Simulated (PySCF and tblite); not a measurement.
Values are calculated unless marked as measured or tabulated.
System: C₇H₁₁N, numbered as in [CH2:1]=[CH:2][C@H:3]1[CH:4]=[CH:5][CH2:6][CH2:7][NH:8]1.

The path came from a restrained scan, a climbing-image band and a saddle search at GFN2-xTB; energies are PBE0/pcSseg-1 + D3(BJ)//GFN2-xTB, thermal terms GFN2-xTB. Rate constants are transition-state-theory values, counting equivalent paths, without tunnelling. (PySCF 2.14 with density fitting, tblite 0.8.)

(1) What barrier does the pyramidal inversion at N8 meet, and how fast is it at 298 K?

## Answers

(1) The electronic barrier is 2.5 kcal/mol and ΔG‡(298 K) 1.2 kcal/mol, over a C1 saddle with an imaginary mode of 616i cm⁻¹ (GFN2-xTB). With 1 equivalent path, k is 7.6×10¹¹ s⁻¹, a mean lifetime of the start of 1.3 ps against this motion. The end lies 2.1 kcal/mol below the start in free energy.
